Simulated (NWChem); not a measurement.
Species: CH3FMoS2; SMILES [S]=[Mo]([CH3])([F])=[S]

Not confirmed as a minimum by frequencies. def2 effective core potentials on Mo; no spin-orbit coupling.

Question: Give the equilibrium geometry at PBE0/def2-SVP with def2 effective core potentials on Mo (NWChem) as a list of bonds and angles, with the point group.

Answer: point group Cs; any orientation.
Bonded distances (Å): Mo1–S2 2.095, Mo1–S3 2.095, Mo1–F4 1.839, Mo1–C5 2.079, C5–H6 1.099, C5–H7 1.103, C5–H8 1.103. Bond angles (°): S2–Mo1–S3 109.3, S2–Mo1–F4 114.4, S2–Mo1–C5 103.7, S3–Mo1–F4 114.4, S3–Mo1–C5 103.7, F4–Mo1–C5 110.1, Mo1–C5–H6 113.4, Mo1–C5–H7 107.1, Mo1–C5–H8 107.0, H6–C5–H7 109.4, H6–C5–H8 109.4, H7–C5–H8 110.5.
